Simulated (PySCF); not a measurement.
Structure with atom numbers: `[CH3:1][Si@H:2]([OH:3])[C:4]#[N:5]`. Hydrogens are named by the atom that carries them.

Geometry: GFN2-xTB; GIAO shifts from PySCF 2.14.0 with density-fitted response routines, gas phase, non-relativistic, averaged over equivalent atoms.

At PBE0/pcSseg-1 (117 basis functions, 8.9 s wall time on 1 thread of an Arm Neoverse V1, shared host):
| atoms | δ (ppm) |
| --- | --- |
| C4 | 127.0 |
| C1 | -0.2 |
| Si2 | -36.8 |
| O3 | 28.0 |
| N5 | 356.7 |
| H(Si2) | 5.12 |
| H(O3) | 1.73 |
| H(C1) | 0.53 |

Referencing at the same level of theory: 13C (186.93 ppm) and 29Si (349.16 ppm) and 1H (31.72 ppm) vs TMS; H2O for 17O (336.08 ppm); 15N (267.73 ppm) against NH3.

Q: Estimate the result of repeating the calculation with LC-wPBE/pcSseg-1.

A: 
| atoms | δ at LC-wPBE/pcSseg-1 | change |
| --- | --- | --- |
| C4 | 132.0 | +5.0 |
| C1 | 0.0 | +0.2 |
| Si2 | -29.6 | +7.2 |
| O3 | 24.1 | -3.9 |
| N5 | 354.4 | -2.3 |
| H(Si2) | 4.95 | -0.17 |
| H(O3) | 1.79 | +0.06 |
| H(C1) | 0.54 | +0.01 |

References, each an isolated molecule treated in the same way: 13C (σref 191.02) and 29Si (σref 356.74) and 1H (σref 31.78) against TMS; H2O for 17O (σref 340.17); 15N (σref 269.56) against NH3.

The largest change is at Si2 (silicon bonded to 2 C, O, H). Cost: 117 basis functions, 14 s wall time on 1 thread of an Arm Neoverse V1, shared host.

Experimental scales use liquid or dissolved standards, which lie at an offset from isolated NH3 (liquid NH3: subtract about 20 ppm) and H2O (liquid H2O: subtract about 36 ppm). Unscaled 15N shifts of sp2 nitrogen come out 20 to 40 ppm too high even then.
